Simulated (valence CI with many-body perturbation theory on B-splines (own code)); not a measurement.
# Level structure of Sn

Calculated by valence CI with perturbative core correlation (CI+MBPT): four valence electrons over a frozen Dirac-Fock core [Kr] 4d10, radial functions for each j: 11 s, 11 p, 10 d, 8 f, 5 g, 2 h, with the one-electron correlation potential Σ1, the two-electron term Σ2, the three-electron term Σ3, Breit, model QED; selected CI, second order for the rest, scaled by the run's own slope (own B-spline code, finite nucleus).

Against 31 measured levels this calculation errs by 59 cm⁻¹ on average and by 363 at most. These come from a selection out of the NIST Handbook of Basic Atomic Spectroscopic Data. Levels without a partner in it may be off by more. Among the levels kept, up to 570 cm⁻¹ of a level comes from second order outside the variational space, and about a tenth of that is noise between levels of different J, which matters for small intervals.

Levels 91 to 116 of 116, with energies above the lowest level, (5s^2 5p1/2^2) J=0. "Leading %" is the weight of the configuration and term that name the level; weights of strongly mixed levels are sums over their largest components and can fall short. In the jj column 3d3/2^4 stands for four electrons in 3d with j = 3/2. Lifetimes count E1, E2, E3, M1 and M2 decay at the calculated energies, and are blank where another channel may lead or the interval is too uncertain; long ones can be off by a factor of two.

| No. | Configuration | Term | J | E (cm⁻¹) | Leading % | Lifetime | Second component | Leading jj |
| --- | --- | --- | --- | --- | --- | --- | --- | --- |
| 91 | 5s2.5p.6h | 3G | 5 | 56012 | 55 | 604 ns | 20 % 5s2.5p.6h 3H | 5s^2 5p1/2 6h11/2 (91 %) |
| 92 | 5s2.5p.6h | 3I | 6 | 56013 | 36 | 589 ns | 30 % 5s2.5p.6h 1I | 5s^2 5p1/2 6h11/2 (92 %) |
| 93 | 5s2.5p.6h | 3I | 5 | 56013 | 66 | 618 ns | 14 % 5s2.5p.6h 1H | 5s^2 5p1/2 6h9/2 (91 %) |
| 94 | 5s2.5p.6h | 3H | 4 | 56018 | 37 | 618 ns | 30 % 5s2.5p.6h 1G | 5s^2 5p1/2 6h9/2 (92 %) |
| 95 | 5s2.5p.6f | 3G | 3 | 56040 | 42 | 186 ns | 29 % 5s2.5p.6f 1F | 5s^2 5p1/2 6f5/2 (68 %) |
| 96 | 5s2.5p.6f | 3F | 3 | 56041 | 33 | 202 ns | 30 % 5s2.5p.6f 3D | 5s^2 5p1/2 6f7/2 (68 %) |
| 97 | 5s2.5p.6f | 3F | 2 | 56047 | 40 | 216 ns | 29 % 5s2.5p.6f 1D | 5s^2 5p1/2 6f5/2 (90 %) |
| 98 | 5s2.5p.6g | 3H° | 4 | 56051 | 67 | 459 ns | 13 % 5s2.5p.6g 1G° | 5s^2 5p1/2 6g7/2 (90 %) |
| 99 | 5s2.5p.6g | 3F° | 4 | 56051 | 53 | 460 ns | 21 % 5s2.5p.6g 3G° | 5s^2 5p1/2 6g9/2 (90 %) |
| 100 | 5s2.5p.6g | 3G° | 3 | 56064 | 38 | 417 ns | 30 % 5s2.5p.6g 1F° | 5s^2 5p1/2 6g7/2 (92 %) |
| 101 | 5s2.5p.10s | 3P° | 1 | 56203 | 29 | 39.9 ns | 16 % 5s2.5p.10s 1P° | 5s^2 5p1/2 10s (45 %) |
| 102 | 5s2.5p.10s | 3P° | 0 | 56222 | 91 | 162 ns |  | 5s^2 5p1/2 10s (91 %) |
| 103 | 5s2.5p.6d | 1F° | 3 | 56290 | 37 | 8.13 ns | 14 % 5s2.5p.8d 3F° | 5s^2 5p3/2 6d3/2 (41 %) |
| 104 | 5s2.5p.10s | 3P° | 1 | 56312 | 31 | 22.4 ns | 14 % 5s2.5p.10s 1P° | 5s^2 5p1/2 10s (45 %) |
| 105 | 4f.5s2.5p | 3F | 4 | 56334 | 66 | 55.5 ns | 14 % 4f.5s2.5p 3G | 4f7/2 5s^2 5p3/2 (85 %) |
| 106 | 4f.5s2.5p | 1F | 3 | 56358 | 38 | 51.4 ns | 28 % 4f.5s2.5p 3F | 4f5/2 5s^2 5p3/2 (82 %) |
| 107 | 4f.5s2.5p | 3D | 3 | 56450 | 42 | 58.0 ns | 27 % 4f.5s2.5p 3F | 4f7/2 5s^2 5p3/2 (80 %) |
| 108 | 4f.5s2.5p | 3F | 2 | 56453 | 46 | 60.8 ns | 24 % 4f.5s2.5p 1D | 4f5/2 5s^2 5p3/2 (82 %) |
| 109 | 4f.5s2.5p | 3G | 5 | 56473 | 91 | 53.6 ns |  | 4f7/2 5s^2 5p3/2 (91 %) |
| 110 | 4f.5s2.5p | 1G | 4 | 56494 | 51 | 63.0 ns | 40 % 4f.5s2.5p 3G | 4f5/2 5s^2 5p3/2 (86 %) |
| 111 | 5s2.5p.9d | 3P° | 2 | 56561 | 21 | 14.4 ns | 20 % 5s2.5p.9d 3D° | 5s^2 5p1/2 9d5/2 (49 %) |
| 112 | 4f.5s2.5p | 3D | 1 | 56589 | 87 | 64.3 ns |  | 4f5/2 5s^2 5p3/2 (87 %) |
| 113 | 4f.5s2.5p | 3D | 2 | 56599 | 53 | 65.3 ns | 38 % 4f.5s2.5p 1D | 4f7/2 5s^2 5p3/2 (84 %) |
| 114 | 5s2.5p.10p | 3D | 1 | 56652 | 63 | 787 ns | 20 % 5s2.5p.10p 1P | 5s^2 5p1/2 10p1/2 (87 %) |
| 115 | 5s2.5p.6d | 1P° | 1 | 56672 | 22 | 15.5 ns | 17 % 5s2.5p.9d 3D° | 5s^2 5p1/2 9d3/2 (32 %) |
| 116 | 5s2.5p.10p | 3P | 0 | 56691 | 60 | 401 ns | 28 % 5s2.5p.10p 1S | 5s^2 5p1/2 10p1/2 (89 %) |

Where two levels of one J and parity lie close, their mixing, g and order are uncertain.
